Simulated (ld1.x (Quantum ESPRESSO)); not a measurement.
## Transferability test, TM potential for Cl (Z = 17)

Cl, norm-conserving Troullier–Martins (Kleinman–Bylander form), made with ld1.x (Quantum ESPRESSO) 7.5 (PBEsol, non-relativistic). Core [Ne], reference 3s2 3p5. Waves: 3s (bound): rc 1.20 bohr; 3p (bound): rc 1.25 bohr. Local part: the p channel. Core correction: none.

Energies are relative to the spin-unpolarised reference configuration 3s2 3p5; without spin polarisation the order of configurations can differ from experiment.

| valence configuration | charge | ΔE all-electron (eV) | error AE − PS (meV) |
| --- | --- | --- | --- |
| 3s2 3p3 | +2 | 39.260 | +26 |
| 3s2 3p2 | +3 | 77.521 | +89 |
| 3s1 3p5 | +1 | 26.328 | +7.7 |
| 3s2 3p4.5 | +0.5 | 5.572 | +0.7 |
| 3s2 3p1 | +4 | 129.712 | +231 |
| 3s1 3p6 | 0 | 11.934 | +1.4 |

Question: What are ΔE and the potential's error for 3s2 3p4?

Answer: ΔE = 13.851 eV all-electron; the error (AE − PS) is +3.9 meV.

ld1.x printed “convergence not achieved” for 5 of the counted tests; their residual had stalled under 1e-8, short of the target of 1e-14.
